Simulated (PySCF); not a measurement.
Isomers of C6H15NSi, one conformer each; single-point electronic energies without zero-point terms and without any empirical dispersion term.

Computed with PySCF at PBE0/pcSseg-1, non-relativistic, each on one gas-phase PBE0-D3(BJ)/def2-SVP geometry that isn't relaxed in the solvent. The solvent is an IEF-PCM continuum (cavity from Bondi-type radii × 1.2). Specific hydrogen bonds and non-electrostatic terms are outside this model.

| isomer | relative energy, gas (kJ/mol) | dipole (D) |
| --- | --- | --- |
| `N1CC[C@H]([SiH2]1)C(C)C` | 0.0 | 0.95 |
| `C/N=C\[SiH2]C(C)(C)C` | 143.0 | 1.51 |

**Question.** How do the relative energies look in chloroform (ε = 4.711)?

**Answer.** 
```csv
isomer,"relative energy, solvent (kJ/mol)",E(solvent) − E(gas) (kJ/mol),dipole in solvent (D)
`N1CC[C@H]([SiH2]1)C(C)C`,0.0,-6.6,1.18
`C/N=C\[SiH2]C(C)(C)C`,137.8,-11.8,1.84
```

The order is unchanged. Conformers: `[CH3:1][CH:2]([CH3:3])[C@@H:4]1[CH2:5][CH2:6][NH:7][SiH2:8]1` with C1–C2–C4–C5 -59°, C2–C4–C5–C6 -164°, C4–C5–C6–N7 42°, C5–C6–N7–Si8 -25°, C6–N7–Si8–C4 3°; `[CH3:1]/[N:2]=[CH:3]\[SiH2:4][C:5]([CH3:6])([CH3:7])[CH3:8]` with N2–C3–Si4–C5 179°. `C/N=C\[SiH2]C(C)(C)C` gains most from the continuum, and it has the largest gas-phase dipole. The gains span 5.2 kJ/mol, the gas-phase energies 143.0 kJ/mol.
